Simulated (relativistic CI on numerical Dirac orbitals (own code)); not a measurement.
**Hyperfine structure of Yb²²⁺, mass number 171**

Computed by Dirac-Coulomb-Breit CI, KLI orbitals optimised for each configuration, model QED, unscaled Slater integrals (own radial code, finite nucleus).

Configuration list (outside the closed core [Ar] 3d10 4s2): 4p6 4d10 4f2, 4p6 4d10 4f 5s, 4p6 4d10 5s2, 4p6 4d9 4f3, 4p6 4d10 4f 5p, 4p6 4d10 5s 5p, 4p6 4d10 5p2, 4p6 4d10 4f 5d, 4p6 4d10 5s 5d, 4p5 4d10 4f3, 4p6 4d10 5p 5d, 4p6 4d9 4f 5s2, 4p6 4d9 4f2 5s, 4p6 4d10 4f 5f, 4p6 4d9 4f 5s 5p, 4p6 4d10 5d2. Levels of other configurations are missing.

Nuclear spin I = 1/2, μ = 0.4923 μN (tables of Stone and Pyykkö). The electronic factors are computed for point nuclear moments, without core polarisation or the Bohr-Weisskopf and QED corrections.

```json
{"Level": "4p6 4d10 4f2 3H_4", "E (cm⁻¹)": "0.0", "A (MHz)": "2972"}
{"Level": "4p6 4d10 4f2 3H_5", "E (cm⁻¹)": "16006.7", "A (MHz)": "2131"}
{"Level": "4p6 4d10 4f2 3F_2", "E (cm⁻¹)": "16121.7", "A (MHz)": "2931"}
{"Level": "4p6 4d10 4f2 3F_3", "E (cm⁻¹)": "27787.3", "A (MHz)": "1895"}
{"Level": "4p6 4d10 4f2 3H_6", "E (cm⁻¹)": "30509.1", "A (MHz)": "1712"}
{"Level": "4p6 4d10 4f2 3F_4", "E (cm⁻¹)": "47168.6", "A (MHz)": "1626"}
{"Level": "4p6 4d10 4f2 1D_2", "E (cm⁻¹)": "57947.7", "A (MHz)": "1798"}
{"Level": "4p6 4d10 4f2 1I_6", "E (cm⁻¹)": "71106.9", "A (MHz)": "2069"}
```

Levels with J = 0, under 50 % of one LS term, or S terms without an open s electron are left out. Small factors come from cancelling terms and can be off by tens of per cent or more.

At this charge transitions that keep the count of f electrons are usually good to a few per cent. Terms inside the open d or f shell come out 10 to 20 % too wide with unscaled integrals. Levels that differ in their count of f electrons can be misplaced by several ten thousand cm⁻¹, since the correlation energy of f electrons is missing or only estimated; rates across such gaps can be off by orders of magnitude.

Problem. Give the hyperfine levels of 4p6 4d10 4f2 3H_4 relative to its centre of gravity.

Solution. With K = F(F + 1) − I(I + 1) − J(J + 1), E = AK/2: F = 7/2: -7431, F = 9/2: 5944 MHz.

LS names give the leading component of a level, which can be under half, so a name can repeat, a term be missing and a line seem to break the LS rules.
